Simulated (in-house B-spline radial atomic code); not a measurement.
Configurations of Cl, with energies counted from [Ne] 3s2 3p5. Method: non-relativistic wB97X, spin-polarised, spherical fractional occupations, exact exchange averaged over the configuration, point nucleus. Calculated with an all-electron radial atomic-structure program (B-spline basis). Shells without spins written out take the highest spin.

Occupations are held fixed; configurations that lie above the ionisation limit could autoionise.

```tsv
configuration	E - E(ref) (eV)	highest orbital	its <r> (bohr)
[Ne] 3s2 3p4 4p1	10.565	4p up	7.657
[Ne] 3s1 3p6	12.969	3p down	1.85
```

(1) Order these further configurations by energy, lowest first.
A. [Ne] 3s1 3p5 4p1
B. [Ne] 3s1 3p5 4s1
C. [He] 2s2 2p5 3s2 3p6

Results:

(1) B (22.196 eV), A (23.462 eV), C (193.53 eV).
